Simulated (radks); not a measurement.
Results of a calculation; reference values are marked as such.
Task: Neutral iron: order these configurations by energy. Level of theory: scalar-relativistic Kohn-Sham, BLYP, spin-polarised, spherical densities, finite nucleus; Fermi nuclear charge, rms radius of each element as measured or else 0.836 A^(1/3) + 0.57 fm (a radial shooting solver on a logarithmic mesh with Libxc functionals). Open shells are filled with parallel spins first. [Ar] 3d5 4s2 4p1; [Ar] 3d6 4s1 4p1; [Ar] 3d6 4s2; [Ar] 3d7 4s1.

Result: From the lowest, in eV above it: [Ar] 3d6 4s2 0.000; [Ar] 3d7 4s1 0.622; [Ar] 3d6 4s1 4p1 3.141; [Ar] 3d5 4s2 4p1 5.762.
